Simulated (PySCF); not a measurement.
**Löwdin shares of the frontier orbitals**

Species: C2H6FPSi2.
Structure used (GFN2-xTB), in Å, numbered top down from 1:
```xyz
12
C2H6FPSi2 angstrom
C      2.866    0.999    0.354
C      2.058    0.114    0.453
Si     0.760   -1.198    0.594
F      1.211   -2.375   -0.420
Si    -1.316   -0.487   -0.144
P     -2.140    1.004    1.312
H      3.587    1.761    0.267
H      0.899   -1.827    1.904
H     -1.288    0.066   -1.510
H     -2.320   -1.563   -0.172
H     -3.084    1.507    0.442
H     -1.233    1.998    1.000
```

Computed with PySCF 2.14.0, density-fitted response routines, TDDFT B3LYP/def2-SVPD, vertical, gas phase, core orbitals frozen in the response.

Frontier orbitals with the atoms that hold most of them (Löwdin shares over 4%, at most four atoms; ? is withheld):

```json
{"orbital": "LUMO+2", "ε (eV)": "-0.32", "atoms": "Si5 26%, Si3 17%, P6 13%, H9 12%"}
{"orbital": "LUMO+1", "ε (eV)": "-0.71", "atoms": "C1 21%, C2 20%, Si3 19%, Si5 18%"}
{"orbital": "LUMO", "ε (eV)": "?", "atoms": "Si3 27%, C2 16%, Si5 15%, C1 14%"}
{"orbital": "HOMO", "ε (eV)": "-7.45", "atoms": "?"}
{"orbital": "HOMO-1", "ε (eV)": "-8.09", "atoms": "?"}
{"orbital": "HOMO-2", "ε (eV)": "-8.53", "atoms": "C2 45%, C1 43%, Si3 5%, H7 4%"}
{"orbital": "HOMO-3", "ε (eV)": "-8.92", "atoms": "C2 19%, Si5 17%, C1 16%, P6 15%"}
```

(1) Which atoms hold the HOMO-1, and with what shares?

(2) Which atoms hold the HOMO, and with what shares?

(3) What is the LUMO energy, and the HOMO–LUMO gap?

## Answers

(1) C1 (bonded to C and H) 26%; C2 (bonded to C and Si) 25%; Si5 (bonded to P, Si and 2 H) 14%; Si3 (bonded to C, F, Si and H) 14%. By element: carbon 50%, silicon 27%.

(2) P6 (bonded to Si and 2 H) 65%; Si5 (bonded to P, Si and 2 H) 15%; H12 (bonded to P) 7%; H11 (bonded to P) 7%. By element: phosphorus 65%, silicon 15% or more, hydrogen 14% or more.

(3) ε(LUMO) = -1.52 eV; the gap is 5.92 eV (0.2177 hartree).

Q: How does S1 compare with the orbital gap of 5.92 eV?

A: S1 is at 5.12 eV (f = 0.020), 0.80 eV below the gap, made of HOMO→LUMO (99%). 

Q: One configuration dominates each of S1 and S2. Which, and how do the shares of the two leading atoms of either orbital change from the occupied to the empty one?

A: 
- S1 (5.12 eV, f 0.020), HOMO→LUMO (99%): P6 65% → at most 15%, Si5 15% → 15%, Si3 at most 7% → 27%, C2 at most 7% → 16%
- S2 (5.41 eV, f 0.0050), HOMO-1→LUMO (91%): C1 26% → 14%, C2 25% → 16%, Si3 14% → 27%

One conformer stands for the species.
